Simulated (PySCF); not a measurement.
Geometries of 2 isomers of C3H8GaN, from PySCF 2.14.0, PBE0-D3(BJ)/def2-SVP geometry optimisation, gas phase. One conformer each, no zero-point energy, no frequencies.

Question: Which is lower in electronic energy at this level?
A.
```xyz
13
angstrom
C      2.262   -0.653    0.002
C      1.320   -0.012    1.020
C     -0.027    0.175    0.505
N     -1.088    0.314    0.078
Ga    -3.071    0.538   -0.688
H      3.260   -0.766    0.447
H      1.903   -1.647   -0.299
H      2.355   -0.032   -0.900
H      1.689    0.977    1.339
H      1.239   -0.625    1.932
H     -3.680    1.347    0.525
H     -3.423   -0.997   -0.813
H     -2.710    1.330   -2.006
```
B.
```xyz
13
angstrom
C      2.890   -0.780   -0.008
C      1.571   -0.226    0.215
N      0.523    0.216    0.394
Ga    -1.425    1.086    0.753
C     -2.503   -0.047   -0.471
H      2.806   -1.817   -0.360
H      3.422   -0.184   -0.763
H      3.463   -0.765    0.931
H     -1.057    2.556    0.295
H     -1.481    0.790    2.307
H     -2.173    0.054   -1.517
H     -3.560    0.262   -0.429
H     -2.459   -1.111   -0.192
```

Answer: B. That is `CC#[N+][GaH2-][CH3]`, 4.5 kcal/mol below the other.

```csv
SMILES,atoms numbered as above,E (Eh),relative (kcal/mol),relative (kJ/mol),dipole (D)
CC#[N+][GaH2-][CH3],[CH3:1][C:2]#[N+:3][GaH2-:4][CH3:5],-2097.88383,0.0,0.0,7.39
CCC#[N+][GaH3-],[CH3:1][CH2:2][C:3]#[N+:4][GaH3-:5],-2097.87658,4.5,19.0,7.86
```
